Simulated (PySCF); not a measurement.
Rubidium: a sound run and one with changed settings

Sound run: Rb [Kr] 5s1, Rb⁺ [Kr]. Computed with PySCF 2.14 in aug-cc-pVDZ-X2C (7s6p4d, 45 functions), with scalar relativity by spin-free X2C-1e. The sound run starts from symmetry-adapted Hartree-Fock orbitals and uses a fine grid where one is needed.

Changed run: initial guess atom, at most 5 SCF cycles. This setting is unsound on purpose.

```json
{"species": "Rb", "method": "UHF", "sound run (hartree)": "-2979.14285", "changed run (hartree)": "-2979.14285", "converged": "no"}
{"species": "Rb", "method": "PBE", "sound run (hartree)": "-2980.62548", "changed run (hartree)": "-2980.62548", "converged": "yes"}
{"species": "Rb", "method": "r2SCAN", "sound run (hartree)": "-2980.99009", "changed run (hartree)": "-2980.99009", "converged": "no"}
{"species": "Rb⁺", "method": "UHF", "sound run (hartree)": "-2979.00310", "changed run (hartree)": "-2979.00310", "converged": "yes"}
{"species": "Rb⁺", "method": "PBE", "sound run (hartree)": "-2980.46876", "changed run (hartree)": "-2980.46876", "converged": "yes"}
{"species": "Rb⁺", "method": "r2SCAN", "sound run (hartree)": "-2980.84037", "changed run (hartree)": "-2980.84037", "converged": "yes"}
```

Ionisation energy of Rb:

```
method  sound run (eV)  changed run (eV)
   PBE           4.264             4.264
```

The SCF was stopped early; the energies are upper bounds that still move, and correlated levels were skipped or rest on poor orbitals.

For comparison, NIST gives 4.177 eV between the lowest levels.
